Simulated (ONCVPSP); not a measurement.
# Transferability test, ONCV potential for W (Z = 74)

W (Z = 74), optimised norm-conserving Vanderbilt (ONCV), made with ONCVPSP 4.0.1 (LDA (Perdew-Wang 92), scalar-relativistic). Core [Kr] 4d10, reference 4f14 5s2 5p6 5d4 6s1.5 6p0.5. Waves: 5s+6s: rc 1.90 bohr, ncon 4, nbas 9, qcut 7.2 1/bohr, 2 projectors; 5p+6p: rc 1.95 bohr, ncon 3, nbas 6, qcut 8.8 1/bohr, 2 projectors; 5d: rc 1.60 bohr, ncon 3, nbas 7, qcut 6.1 1/bohr, 2 projectors, debl 3.3 Ha; 4f: rc 1.10 bohr, ncon 3, nbas 7, qcut 16 1/bohr, 2 projectors, debl 1 Ha. Local part: polynomial inside 1.05 bohr (lpopt 5, dvloc0 0 Ha). Core correction: Teter function, parameters optimised by the program.

In the f channel the program set the typed energies aside and used -1.260, 0.250 Ha.

Energies are relative to the spin-unpolarised reference configuration 4f14 5s2 5p6 5d4 6s1.5 6p0.5; without spin polarisation the order of configurations can differ from experiment.

```json
{"valence configuration": "4f14 5s2 5p6 5d4 6s2 6p0", "charge": "0", "ΔE all-electron (eV)": "-2.250", "error AE − PS (meV)": "+0.4"}
{"valence configuration": "4f14 5s2 5p6 5d4 6s1 6p0", "charge": "+1", "ΔE all-electron (eV)": "6.876", "error AE − PS (meV)": "-2.8"}
{"valence configuration": "4f14 5s2 5p6 5d4 6s0 6p0", "charge": "+2", "ΔE all-electron (eV)": "22.894", "error AE − PS (meV)": "-12"}
```

(1) What are ΔE and the potential's error for 4f14 5s2 5p6 5d4 6s0 6p2?

Levels in the configuration 4f14 5s2 5p6 5d4 6s0 6p2:

```csv
level,all-electron (eV),pseudo (eV)
4f,-36.522,-36.589
5s,-82.355,-82.378
5p,-46.434,-46.436
5d,-7.360,-7.357
6p,-2.861,-2.861
```

Note: no bound ghost flagged; GHOST(+) flagged for s at 23.6 eV.

Results:

(1) ΔE = 7.184 eV all-electron; the error (AE − PS) is -3.5 meV.
